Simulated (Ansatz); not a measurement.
Geometry optimisation, RKS r2SCAN-D4/6-31G in Ansatz 0.2.0.

The input (input.yaml):

```yaml
crystal:
  periodic: [false, false, false]
  atoms:
    - { symbol: O, position_ang: [-1.362, 0.3762, 1.1378] }
    - { symbol: C, position_ang: [-0.5916, 1.3206, 1.0171] }
    - { symbol: S, position_ang: [0.6243, 1.3414, -0.2231] }
    - { symbol: Si, position_ang: [0.9017, -0.7071, -0.7349] }
    - { symbol: O, position_ang: [-0.6942, -1.302, -1.04] }
    - { symbol: H, position_ang: [-0.6024, 2.2148, 1.6861] }
    - { symbol: H, position_ang: [1.4556, -1.4552, 0.4054] }
    - { symbol: H, position_ang: [1.705, -0.8407, -1.95] }
    - { symbol: H, position_ang: [-1.3479, -0.9943, -0.3155] }
basis:
  gaussian: { orbitals: "6-31G" }
hamiltonian:
  xc: r2scan
  dispersion: d4
relax:
  f_tol: 0.02
  max_steps: 40
scf:
  lower_state_search: "off"
```

Launched with:

```bash
$ ansatz run input.yaml --threads 2 --pin off --max-ram 3072MiB --backend cpu --events-out ev --progress --plain --runs-dir out
```

Task: Where does it end, and by what steps?

Result: The forces met the threshold. Limits of this set-up: no polarisation functions. After 9 steps the energy has fallen by 0.542 eV; O1 moved furthest, 0.30 Å.

```json
{"step": "0", "energy less start (eV)": "0.0000", "largest force component (eV/Å)": "2.985", "accepted": "yes"}
{"step": "1", "energy less start (eV)": "-0.3682", "largest force component (eV/Å)": "1.636", "accepted": "yes"}
{"step": "2", "energy less start (eV)": "-0.2360", "largest force component (eV/Å)": "2.859", "accepted": "no"}
{"step": "3", "energy less start (eV)": "-0.5119", "largest force component (eV/Å)": "0.755", "accepted": "yes"}
{"step": "4", "energy less start (eV)": "-0.5281", "largest force component (eV/Å)": "0.231", "accepted": "yes"}
{"step": "5", "energy less start (eV)": "-0.5351", "largest force component (eV/Å)": "0.140", "accepted": "yes"}
{"step": "6", "energy less start (eV)": "-0.5398", "largest force component (eV/Å)": "0.143", "accepted": "yes"}
{"step": "7", "energy less start (eV)": "-0.5421", "largest force component (eV/Å)": "0.035", "accepted": "yes"}
{"step": "8", "energy less start (eV)": "-0.5423", "largest force component (eV/Å)": "0.023", "accepted": "yes"}
{"step": "9", "energy less start (eV)": "-0.5423", "largest force component (eV/Å)": "0.005", "accepted": "yes"}
```

```xyz
9
Properties=species:S:1:pos:R:3
O -1.134 0.295 1.318
C -0.526 1.345 1.067
S 0.810 1.490 -0.170
Si 0.818 -0.732 -0.713
O -0.750 -1.276 -1.142
H -0.738 2.303 1.555
H 1.405 -1.436 0.475
H 1.659 -0.815 -1.939
H -1.454 -1.219 -0.468
```

Whether the end is a true minimum wasn't checked by a vibrational analysis.

Run time: 37 s on 2 threads of Arm Neoverse N1, on a shared host, peak memory 0.15 GiB.
